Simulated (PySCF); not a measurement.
Spinor energies of Cs (caesium, neutral)

Start: [Xe] 6s1; 6s1/2 filled at m_j = +1/2. Calculated with PySCF 2.14 in x2c-TZVPall-2c with one added diffuse shell each of s, p, d type (12s12p10d1f, 105 functions): generalised Hartree-Fock with the X2C-1e Hamiltonian and a Gaussian nucleus; one run each with spin-orbit coupling (SO) switched off, then screened by Boettger's factors.

| spinor shell | electrons | ε, spin-free (eV) | ε, screened SO (eV) | weight of nominal j (screened SO) | rms radius, screened SO (bohr) |
| --- | --- | --- | --- | --- | --- |
| 1s1/2 | 2 | -36159.6 | -36155.5 | 1.000 | 0.0298 |
| 2s1/2 | 2 | -5776.4 | -5775.1 | 1.000 | 0.121 |
| 2p1/2 | 2 | -5174.6 | -5420.4 | 1.000 | 0.105 |
| 2p3/2 | 4 | -5174.6 | -5064.9 | 1.000 | 0.110 |
| 3s1/2 | 2 | -1245.5 | -1245.1 | 1.000 | 0.318 |
| 3p1/2 | 2 | -1047.3 | -1095.6 | 1.000 | 0.310 |
| 3p3/2 | 4 | -1047.3 | -1025.5 | 1.000 | 0.322 |
| 3d3/2 | 4 | -756.72 | -765.28 | 1.000 | 0.294 |
| 3d5/2 | 6 | -756.72 | -750.63 | 1.000 | 0.298 |
| 4s1/2 | 2 | -253.83 | -253.73 | 1.000 | 0.738 |
| 4p1/2 | 2 | -187.76 | -197.67 | 1.000 | 0.770 |
| 4p3/2 | 4 | -187.76 | -183.25 | 1.000 | 0.796 |
| 4d3/2 | 4 | -88.484 | -89.899 | 1.000 | 0.896 |
| 4d5/2 | 6 | -88.484 | -87.449 | 1.000 | 0.907 |
| 5s1/2 | 2 | -35.638 | -35.622 | 1.000 | 1.88 |
| 5p1/2 | 2 | -18.524 | -19.791 | 1.000 | 2.17 |
| 5p3/2 | 4 | -18.524 | -17.949 | 1.000 | 2.26 |
| 6s1/2 | 1 | -3.494 | -3.495 | 1.000 | 6.49 |

```
   quantity    spin-free  screened SO
E (hartree)  -7781.80875  -7784.53748
        M_J          1/2          1/2
       ⟨J²⟩        0.751        0.751
       ⟨L²⟩        0.000        0.035
       ⟨S²⟩        0.751        0.786
```

Breit and QED terms are absent; they matter most for the inner s and p1/2 levels.

Densities and radii are taken from the X2C orbitals without a picture-change correction, which distorts them close to the nucleus.

Without spin-orbit coupling the j labels of p, d and f shells carry no meaning; the spin-free column gives the mean over the occupied spinors of each nl shell.
